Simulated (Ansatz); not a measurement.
Mulliken charges of `C[O][Cd][Cl]` from ωB97M-V/def2-TZVPP in Ansatz (PBE0-D4/def2-TZVP geometry).

```
atom   x (Å)   y (Å)   z (Å)  charge (e)
  C1   0.764   0.872   0.170      -0.141
  O2   0.087  -0.153   0.847      -0.592
 Cd3  -1.152  -1.375  -0.059       0.832
 Cl4  -2.606  -2.860  -0.956      -0.404
  H5   1.430   0.502  -0.622       0.098
  H6   0.089   1.614  -0.279       0.098
  H7   1.389   1.401   0.899       0.108
```

Problem. By hand: the dipole of these point charges (1 e Å = 4.8032 D).

Solution. Σ q r = (0.234, 0.338, -0.179) e Å, of length 0.448 e Å = 2.15 D.

Problem. How does the dipole of the full density compare? (An estimate is asked.)

Solution. Ansatz gave: (0.180, 0.245, -0.091) e Å, 1.52 D; the point charges give 1.41 times that, at 7° from its direction.

Point charges leave out the atoms' own dipoles, such as those of lone pairs, and Mulliken's split depends on the basis, so the two needn't agree.
